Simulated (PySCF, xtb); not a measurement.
In(CF3)(OH)2 (CH2F3InO2), SMILES [OH][In]([OH])[C](F)(F)F.

GFN2-xTB (xtb 6.7.1) at its own geometry gives an orbital gap of 3.13 eV and a dipole moment of 1.90 D.

The structure is a stationary point at PBE-D3(BJ)/def2-SVP. The structure was generated by enumeration; whether it is a known compound was not checked. The def2 effective core potentials stand for the cores of In; spin–orbit coupling is left out. Other conformers were not sampled.

Problem. What does HF/def2-TZVP (PySCF) give? (An estimate is asked for; the answer gives what the named calculation found.)

Solution. gap 13.41 eV (levels -12.50 and 0.91 eV), dipole 1.75 D.
